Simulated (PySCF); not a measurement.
# [CeCl4]− at several levels of theory

Computed with PySCF 2.14.0 (density fitting, no spin-orbit coupling) at the geometry relaxed with PBE:

```xyz
5
[CeCl4]− (singlet in the valence; each metal's 4f electrons, 1 of them, lie in its core potential, out of spins and levels)
Ce    0.0000    0.0000    0.0000
Cl    1.5341    1.5341    1.5341
Cl   -1.5341   -1.5341    1.5341
Cl    1.5341   -1.5341   -1.5341
Cl   -1.5341    1.5341   -1.5341
```

```tsv
level	basis	state	HOMO (eV)	gap (eV)	charge on Ce1 (e)	population of f-type functions on Ce1 (polarisation alone where 4f lies in the core)	dipole about the centre of mass (D)	largest force component (eV/Å)
PBE	Ce lcecp-1-SVP with ECP47, Cl def2-SVP	singlet	-3.11	5.67	0.61	0.05	0.00	0.01
r2SCAN	the same	singlet	-3.56	6.31	0.82	0.05	0.00	0.01
BLYP	the same	singlet	-2.85	5.46	0.55	0.05	0.00	0.12
HF	the same	singlet	-7.84	12.55	1.24	0.05	0.00	0.27
PBE	Ce lcecp-1-TZVP with ECP47, Cl def2-TZVP	singlet	-3.43	5.78	1.20	0.08	0.00	0.02
```

In the lcecp rows the 4f levels are missing from HOMO and gap, and the state counts the valence alone.

Charges are Mulliken's, which hang on the basis. The relaxation used the grid (50, 194), these runs (75, 302) or, all-electron (x2c bases, spin-free X2C Hamiltonian), (99, 590).

Problem. What does M06-L with Ce lcecp-1-SVP with ECP47, Cl def2-SVP give here?

Solution. state singlet, HOMO (eV) -3.45, gap (eV) 6.30, charge on Ce1 (e) 1.09, population of f-type functions on Ce1 (polarisation alone where 4f lies in the core) 0.05, dipole about the centre of mass (D) 0.00, largest force component (eV/Å) 0.06. Time: 7.1 s on 2 threads of Arm Neoverse V1 (shared host), from an already converged density.

In the first row's basis the gap widens with exact exchange: 5.5 to 6.3 eV for BLYP, PBE, M06-L, r2SCAN (none); 12.6 eV for Hartree–Fock (rising or full at long range).

An lcecp potential fixes the number of 4f electrons, so in runs with it no electron can move into or out of that shell.
